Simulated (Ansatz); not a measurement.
`FC[TeH]`, 6 atoms. Charge 0, multiplicity 1. Correlated methods include outer-core shells of Te, which these sets cover unevenly. Te takes the def2 core potential. All runs use 2 threads of an Intel Xeon Platinum 8488C on a shared host. Correlated methods freeze the cores. Open-shell runs search over several starts.

Question: Give the basis size and wall time and peak host memory of each of these runs in Ansatz. RKS PBE0-D4/def2-TZVP frequencies; RKS r2SCANh-D4/def2-TZVPP energy; UKS PBE-D4/def2-TZVPP energy of the cation; UKS r2SCAN-D4/def2-TZVPP energy of the cation; RHF-CCSD(T)/def2-TZVPP energy; UKS ωB97X-V/def2-TZVPP energy of the cation; RKS r2SCAN0-D4/def2-TZVPP energy; RKS PBE0-D4/def2-SVP energy; RKS PBE0-D4/def2-QZVPP energy; RKS CAM-B3LYP-D4/def2-TZVPP energy; RKS PBE0-D4/def2-TZVP relaxation (6 steps); UKS PBE0-D4/def2-TZVPP energy of the cation. (An estimate is asked.)

Answer: Ansatz gave: Other jobs shared the machine, so times are rough.

```tsv
level	job	functions	wall time	peak host memory (GiB)
RKS PBE0-D4/def2-SVP	energy	69	0.8 s	0.15
RKS CAM-B3LYP-D4/def2-TZVPP	energy	154	1.6 s	0.34
RKS r2SCANh-D4/def2-TZVPP	energy	154	2 s	0.32
RKS r2SCAN0-D4/def2-TZVPP	energy	154	2.1 s	0.33
UKS PBE-D4/def2-TZVPP	energy of the cation	154	2.2 s	0.23
UKS PBE0-D4/def2-TZVPP	energy of the cation	154	2.4 s	0.38
UKS r2SCAN-D4/def2-TZVPP	energy of the cation	154	3.2 s	0.25
RKS PBE0-D4/def2-QZVPP	energy	286	3.3 s	0.72
UKS ωB97X-V/def2-TZVPP	energy of the cation	154	7 s	0.52
RKS PBE0-D4/def2-TZVP	relaxation (6 steps)	130	10 s	0.25
RHF-CCSD(T)/def2-TZVPP	energy	154	25 s	1.3
RKS PBE0-D4/def2-TZVP	frequencies	130	39 s	0.25
```
